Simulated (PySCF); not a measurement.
C₂H₃FN₂SSi.
Z-matrix (Å and degrees, GFN2-xTB geometry), rows numbered from 1:
```
F 
C   1  1.3248
S   2  1.7218  1  122.68
N   3  1.6641  2   89.27  1  -179.98
N   4  1.2513  3  113.95  2     0.01
C   5  1.3454  4  116.54  3     0.00
Si  6  1.8865  2  128.06  1    -0.02
H   7  1.4639  6  107.13  2    59.03
H   7  1.4561  6  106.26  2   179.86
H   7  1.4637  6  107.09  2   -59.30
```

NICS = −σ at a ghost point: NICS(0) at the centroid of the ring atoms, NICS(1) 1 Å to either side along the normal of their mean plane, zz for the tensor component along that normal. Level: GIAO PBE0/pcSseg-1 (PySCF, non-relativistic, gas phase) on the GFN2-xTB geometry, one conformer.

Ring bond lengths (Å), with Mayer bond orders in brackets: C2–S3 1.722 (1.22), S3–N4 1.664 (1.10), N4–N5 1.251 (1.57), N5–C6 1.345 (1.23), C6–C2 1.373 (1.39).

**Question.** Give the NICS values of each ring in ppm.

**Answer.** 
```
          ring                                                       type  NICS(0)  NICS(1), two faces  NICS(1)zz, two faces  rms pucker (Å)  centre to ring atoms, mean (Å)
C2–S3–N4–N5–C6  5-membered ring with 2 N and S; formal bonds all aromatic     -9.6       -11.3 / -11.3         -26.2 / -26.2            0.00                            1.24
```

**Question.** What do they say, and how far can they be read as aromaticity?

**Answer.** 
- C2–S3–N4–N5–C6: mean NICS(1)zz -26.2 ppm, shielded. For a flat ring without four-coordinate atoms the NICS criterion counts such a value as aromatic.

**Question.** What is the mean of the two in-plane components of NICS at the first NICS(1) probe listed for ring C2–S3–N4–N5–C6, 1 Å off the ring?

**Answer.** The isotropic value is a third of the trace: (3 × -11.3 − (-26.2))/2 = -3.9 ppm.

**Question.** How shielded are the nuclei of the rings and their hydrogens (means over atoms taken as equivalent)?

**Answer.** 
```csv
atoms,environment,σ isotropic (ppm)
C2,aromatic C–F carbon,-15.3
S3,ring sulfur,21.7
N4,pyridine-type nitrogen,-174.1
N5,pyridine-type nitrogen,-232.3
C6,substituted aromatic carbon,49.8
```
